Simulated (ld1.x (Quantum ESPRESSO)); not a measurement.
chromium (Cr): RRKJ pseudisation with LDA (PZ), fully relativistic reference atom.

| Quantity | Value |
| --- | --- |
| Element | Cr |
| Generator | ld1.x (Quantum ESPRESSO) 7.5 |
| Type | norm-conserving RRKJ (Kleinman–Bylander form) |
| Functional | LDA (PZ) |
| Relativity | fully relativistic |
| Frozen core | [Ar] |
| Valence charge | 6 |
| Reference configuration | 3d5 4s1 4p0 |
| Partial waves | 4s (bound): rc 2.40 bohr; 4p (bound, empty): rc 3.75 bohr; 3d (bound): rc 2.20 bohr; 4f channel at -0.15 Ry: rc 4.00 bohr |
| Local potential | all-electron potential smoothed inside 2.45 bohr (lloc = -1) |
| Core correction | a·sin(br)/r model core inside 1.95 bohr |
| rho0 | 0.01 |

Open shells are filled in proportion to 2j + 1 (rel_dist='average').

* Cutoffs needed: 35 Ry and 50 Ry (the cutoffs (Ry, on a coarse ladder) from which the occupation-weighted sum of valence levels, in a spherical-Bessel basis at the reference potential, stays within 10 and 1 mRy of its value at 400 Ry)
* Ghost test: no extra level below or beside the all-electron valence levels (s, p1/2, p3/2, d3/2, d5/2, f5/2, f7/2 tested) (spherical-Bessel basis up to 400 Ry, 20 bohr box)
* Largest excitation error: -87 meV (all-electron minus pseudo) for 3d4 4s0 4p0, out of 7 test configurations
